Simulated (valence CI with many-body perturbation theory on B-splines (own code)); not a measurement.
## Hyperfine factors and g values of Rh³⁸⁺

Calculated by relativistic CI+MBPT: five valence electrons over a frozen Dirac-Fock core [He], a basis of 11 s, 11 p, 10 d, 8 f, 5 g, 2 h functions for each j, with the one-electron correlation potential Σ1, the two-electron term Σ2, the three-electron term Σ3, Breit, model QED; selected CI, second order for the rest, scaled by the run's own slope (own B-spline code, finite nucleus).

No measured spectrum was set against this ion. As an estimate, large intervals hold to a few tenths of a per cent, small ones and those within an open d or f shell to about a per cent. Among the levels kept, up to 11000 cm⁻¹ of a level comes from second order outside the variational space, and about a tenth of that is noise between levels of different J, which matters for small intervals.

A/g_I is the dipole constant over the nuclear g factor μ/I (μ in nuclear magnetons, uniformly magnetised nucleus), B/Q the quadrupole constant per barn. Both hold the static response of the core; the bare values leave it out. Large factors of s and p1/2 electrons are usually good to 5 to 10 %; those of open d and f shells near neutrality can be off by tens of per cent, and small factors of p3/2, d and f electrons come from cancelling terms and can be off by a factor of two or in sign, in half-filled shells by more. B is blank for J = 1/2, where it vanishes, and for nearly pure S terms. Energies count from the lowest level.

Levels are named by their leading jj configuration (3d3/2^4 stands for four electrons in 3d with j = 3/2), which in mixed levels can hold well under half, so a name can repeat and another be missing. Letters in brackets count levels of one name in rising energy.

```csv
Level,E (× 10³ cm⁻¹),g,A/g_I (MHz),A/g_I bare,B/Q (MHz/b),B/Q bare
(2s^2 2p1/2^2 2p3/2) J=3/2,0.00,1.410,150000,157000,267000,268000
(2s^2 2p1/2 2p3/2^2) J=3/2,1105.4,1.420,5770,13100,70700,70900
(2s^2 2p1/2 2p3/2^2) J=5/2,1242.9,1.187,334000,336000,-1460,-1460
(2s^2 2p1/2 2p3/2^2) J=1/2,1431.7,0.649,1000000,997000,,
(2s 2p1/2^2 2p3/2^2) J=5/2,2475.4,1.509,751000,748000,136000,136000
(2s^2 2p3/2^3) J=3/2,2543.1,1.269,174000,178000,-339000,-340000
(2s 2p1/2^2 2p3/2^2) J=1/2,2896.0,2.212,2920000,2880000,,
(2s 2p1/2^2 2p3/2^2) J=3/2,2905.7,1.265,-327000,-309000,-137000,-137000
(2s 2p1/2 2p3/2^3) J=3/2 [a],3737.7,1.463,647000,643000,-242000,-243000
(2s 2p1/2 2p3/2^3) J=5/2,3947.2,1.266,932000,924000,-448000,-449000
(2s 2p1/2 2p3/2^3) J=1/2,4160.3,1.480,-703000,-677000,,
(2s 2p1/2 2p3/2^3) J=3/2 [b],4256.6,1.103,74500,84300,4220,4180
(2s 2p3/2^4) J=1/2,5412.0,1.606,2950000,2900000,,
(2p1/2^2 2p3/2^3) J=3/2,5776.5,1.322,155000,164000,-307000,-308000
(2p1/2 2p3/2^4) J=1/2,7012.6,0.649,1010000,995000,,
(2s^2 2p1/2^2 3s) J=1/2,24897,2.043,868000,858000,,
(2s^2 2p1/2^2 3p1/2) J=1/2,25312,0.662,281000,279000,,
(2s^2 2p1/2^2 3p3/2) J=3/2,25723,1.337,46700,48600,76100,76300
(2s^2 2p1/2 2p3/2 3s) J=3/2 [a],26028,1.674,232000,235000,199000,199000
(2s^2 2p1/2 2p3/2 3s) J=1/2,26076,1.286,-342000,-327000,,
(2s^2 2p1/2 2p3/2 3s) J=5/2,26137,1.352,461000,461000,225000,226000
(2s^2 2p1/2^2 3d3/2) J=3/2,26147,0.783,30000,29800,12100,12300
(2s^2 2p1/2 2p3/2 3s) J=3/2 [b],26174,1.003,305000,310000,146000,147000
(2s^2 2p1/2^2 3d5/2) J=5/2,26306,1.202,21900,22000,3900,4130
(2s^2 2p1/2 2p3/2 3p1/2) J=1/2,26441,1.692,-150000,-138000,,
(2s^2 2p1/2 2p3/2 3p1/2) J=3/2 [a],26480,1.149,225000,228000,44000,44100
(2s^2 2p1/2 2p3/2 3p1/2) J=5/2,26562,1.106,356000,358000,222000,223000
(2s^2 2p1/2 2p3/2 3p1/2) J=3/2 [b],26711,1.385,235000,240000,259000,260000
(2s^2 2p1/2 2p3/2 3p3/2) J=5/2 [a],26801,1.428,12900,17500,328000,329000
(2s^2 2p1/2 2p3/2 3p3/2) J=1/2 [a],26834,1.702,-235000,-228000,,
(2s^2 2p1/2 2p3/2 3p3/2) J=3/2 [a],26874,1.199,291000,291000,-189000,-189000
(2s^2 2p1/2 2p3/2 3p3/2) J=7/2,26921,1.255,233000,235000,312000,313000
(2s^2 2p1/2 2p3/2 3p3/2) J=3/2 [b],26962,1.371,94600,99400,62500,62700
(2s^2 2p1/2 2p3/2 3p3/2) J=5/2 [b],27029,1.197,313000,314000,23900,23900
(2s^2 2p1/2 2p3/2 3p3/2) J=1/2 [b],27117,0.682,993000,988000,,
(2s 2p1/2^2 2p3/2 3s) J=5/2,27200,1.717,817000,814000,220000,220000
(2s^2 2p1/2 2p3/2 3d3/2) J=3/2 [a],27285,0.937,63800,65400,-152000,-152000
(2s^2 2p1/2 2p3/2 3d3/2) J=5/2,27299,0.979,162000,163000,-42000,-42000
(2s^2 2p1/2 2p3/2 3d3/2) J=1/2 [a],27307,0.224,222000,214000,,
(2s 2p1/2^2 2p3/2 3s) J=3/2 [a],27339,1.586,910000,907000,152000,152000
```

(1) Take the isotope of mass number 103, with I = 1/2, μ = -0.08829 μN. What is the hyperfine structure of (2s^2 2p1/2^2 2p3/2) J=3/2?

## Answers

(1) From the table A = -26500 MHz. Shifts from the centre of gravity in MHz: F = 1: 33100, F = 2: -19900.
